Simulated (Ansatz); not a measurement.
Start from `NC[SiH2][SiH3]` and change one atom or group to get `NC[SiH2]BF`.

Ansatz, PBE0-D4/def2-TZVP geometries, multiplicity 1. Each molecule was computed in one conformer, which needn't be the lowest.

```csv
property,`NC[SiH2][SiH3]`
LUMO energy (PBE0/def2-TZVPP) / eV,0.18
HOMO energy (PBE/def2-TZVPP) / eV,-5.52
size of the dipole moment (PBE/def2-TZVPP) / D,1.63
HOMO–LUMO gap (PBE0/def2-TZVPP) / eV,7.16
HOMO energy (ωB97M-V/def2-TZVPP) / eV,-9.37
HOMO energy (B3LYP/def2-TZVPP) / eV,-6.75
```

Problem. What does the change do to each property? (Estimate.)

Solution. Ansatz gave: 
| property | `NC[SiH2]BF` | shift |
| --- | --- | --- |
| LUMO energy (PBE0/def2-TZVPP) / eV | -1.59 | -1.77 |
| HOMO energy (PBE/def2-TZVPP) / eV | -5.48 | 0.04 |
| size of the dipole moment (PBE/def2-TZVPP) / D | 1.29 | -0.34 |
| HOMO–LUMO gap (PBE0/def2-TZVPP) / eV | 5.36 | -1.80 |
| HOMO energy (ωB97M-V/def2-TZVPP) / eV | -9.33 | 0.04 |
| HOMO energy (B3LYP/def2-TZVPP) / eV | -6.71 | 0.04 |

Dipoles are sizes alone; their direction can turn.

Positive LUMOs are unbound, so they and the gaps depend on the basis.

B3LYP here is the variant with VWN-RPA as its local correlation; programs differ in this.
